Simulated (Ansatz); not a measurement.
SiBiH₅⁺, that is BiH2(SiH3) with one electron fewer. Charge 1, multiplicity 2. Geometry PBE-D4/def2-TZVP, that of the neutral singlet; atoms count from 1.

```xyz
7

Bi   -1.2101   -1.1693   -0.6430
H     0.2315   -2.2569   -0.5738
H    -1.4850   -1.4271    1.1244
Si    0.3910    0.9031   -0.0493
H     1.2998    0.6114    1.1003
H    -0.4481    2.0958    0.2890
H     1.2210    1.2431   -1.2477
```

In the def2 sets Bi takes a core potential; there is no spin–orbit coupling.

(1) Estimate the Mulliken populations from the PBE0/def2-TZVP orbitals of Ansatz.

(2) Where does the spin sit?

(3) And the Mayer bond orders between heavy atoms (over 0.3)?

Results:

(1) 
| atom | charge (e) | spin (α − β) |
| --- | --- | --- |
| Bi1 | 0.49 | 0.58 |
| H2 | 0.08 | -0.01 |
| H3 | 0.08 | -0.01 |
| Si4 | 0.06 | 0.35 |
| H5 | 0.11 | 0.05 |
| H6 | 0.09 | 0.01 |
| H7 | 0.09 | 0.02 |
Mulliken values depend strongly on the basis.

(2) Summed by element: Bi 0.58, H 0.07, Si 0.35, of 1 unpaired in all. Largest on single atoms: Bi1 0.58, Si4 0.35, H5 0.05.

(3) Bi1–Si4 0.72 (2.69 Å).
